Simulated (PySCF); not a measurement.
Gas-phase reaction: GaCl2 + GaF3 ⇌ 2 GaCl + 3 F, at 800 K and a standard pressure of 1 bar. Level: PBE/def2-SVP.

Method: PySCF energies plus ideal-gas RRHO corrections (1 bar). Open shells (unrestricted): GaCl2 (multiplicity 2), F (multiplicity 2, electronic degeneracy 6); the rest are closed-shell singlets. Spin-orbit splitting is ignored; it lowers the true energy and changes the entropy of F. Ga: all electrons, no relativistic terms. GaCl2: computed as isolated molecules; such fragments, hydroxides, amides, oligomers or adducts are transient or little studied in the gas. The harmonic model lacks anharmonicity and excited electronic states, which grow with temperature; levels with a mode under 35 cm⁻¹ are left out. Soft modes under 120 cm⁻¹ make the harmonic entropy rough for GaCl2.

| species | E (Ha) | H(800 K) − E (kJ/mol) | S°(800 K) (J/mol/K) |
|---|---|---|---|
| GaCl2 | -2844.13041 | 47.1 | 359.7 |
| GaF3 | -2223.44024 | 69.3 | 367.8 |
| GaCl | -2384.24838 | 30.2 | 276.4 |
| F | -99.53981 | 16.6 | 181.0 |
E: electronic energy; H − E holds the zero-point and thermal terms. 1 Ha = 2625.5 kJ/mol.

Problem. Work out ΔH°, ΔS°, ΔG° and log10 K from these numbers.

Solution. 1. ΔE = 2×(-2384.24838) + 3×(-99.53981) − 1×(-2844.13041) − 1×(-2223.44024) = 0.45446 Ha = 1193.2 kJ.
2. Δ(H − E) = 2×(30.2) + 3×(16.6) − 1×(47.1) − 1×(69.3) = -6.2 kJ, so ΔH° = 1187.0 kJ.
3. ΔS° = 2×(276.4) + 3×(181.0) − 1×(359.7) − 1×(367.8) = 368.3 J/K; the number of gas molecules changes by +3.
4. ΔG° = ΔH° − TΔS° = 1187.0 − 800×(368.3)/1000 = 892.4 kJ.
5. log10 K = −ΔG°/(RT ln 10) = -58.25, with RT ln 10 = 15.32 kJ/mol; at standard pressures the reactants are favoured.
6. A shift of 10 kJ in ΔE would move log10 K by 0.65 here.
For scale, ΔH°(298 K) is 1185 kJ at this level, 1121 kJ at ωB97M-V/def2-TZVP†, and runs from 753 to 1387 kJ over the 20 levels computed († marks an energy on the PBE0/def2-TZVP geometry).
